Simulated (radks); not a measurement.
Values are calculated unless marked as measured or tabulated.
Task: Ionisation of Al2+, [Ne] 3s1, to Al3+, [Ne], under several functionals. Scalar-relativistic Kohn-Sham, spin-polarised, spherical densities, point nucleus; open shells are filled with parallel spins first; a radial shooting solver on a logarithmic mesh with Libxc functionals. The NIST Atomic Spectra Database gives 28.448 eV (measured). Rank these functionals by the error of their Delta-SCF ionisation energy: AM05; OLYP; PW91; HCTH/407; XLYP.

Result: From best to worst: HCTH/407 28.453 eV (+0.005); AM05 28.608 eV (+0.160); OLYP 28.791 eV (+0.343); PW91 28.929 eV (+0.482); XLYP 29.149 eV (+0.701).
